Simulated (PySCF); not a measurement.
Ligands exchanged one at a time, Al OH-H. Isolated molecules, 0 K electronic values unless said otherwise. One relaxed conformer stands for each flexible species; it need not be the lowest. Strings in code marks are SMILES.

The S1 excitation (TDA) from two functionals at the same geometries (CAM-B3LYP-D3(BJ)/def2-TZVP), both in PySCF: PBE-D3(BJ)/def2-TZVP and TPSSh-D3(BJ)/def2-TZVP. Excitations are Tamm–Dancoff values on a coarser integration grid. The basis has no diffuse functions, so Rydberg states are missing or too high.

```
species                                                                               PBE-D3(BJ)/def2-TZVP (eV)  TPSSh-D3(BJ)/def2-TZVP (eV)
------------------------------------------------------------------------------------  -------------------------  ---------------------------
0 of 3 OH replaced by H                                                                                    6.09                         6.74
1 of 3 OH replaced by H (`[OH][AlH][OH]` (H–O–Al–O torsion 0°, O–Al–O–H torsion 0°))                       6.55                         7.12
2 of 3 OH replaced by H                                                                                    5.43                         5.94
```

Over these rows, drawn at random from the members with no instability flagged (it was tested for open shells, ions and some series alone), PBE minus TPSSh-D3(BJ): mean -0.58 eV, from -0.64 eV to -0.51 eV.
